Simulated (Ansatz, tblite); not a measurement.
Forces on YCl3 at its PBE-D4/def2-SVP geometry. Total charge 0; singlet.

In the def2 sets Y takes a core potential; there is no spin–orbit coupling. The xTB rows come from tblite.

GFN1-xTB (tblite), largest force 0.54 eV/Å:

```xyz
4
positions Å, forces eV/Å
Y     0.002   -0.001   -0.002   -0.002    0.001    0.001
Cl   -0.115   -2.325    0.747    0.026    0.517   -0.167
Cl   -1.353    0.743   -1.895    0.302   -0.166    0.422
Cl    1.466    1.582    1.150   -0.326   -0.352   -0.256
```

GFN2-xTB (tblite), largest force 0.09 eV/Å:

```
Y 0.005 -0.001 -0.004
Cl -0.006 -0.088 0.030
Cl -0.053 0.029 -0.071
Cl 0.054 0.061 0.045
```

PBE0-D4/def2-TZVP (Ansatz), largest force 0.15 eV/Å:

```
Y -0.001 0.001 0.001
Cl 0.007 0.139 -0.045
Cl 0.081 -0.045 0.113
Cl -0.087 -0.095 -0.069
```
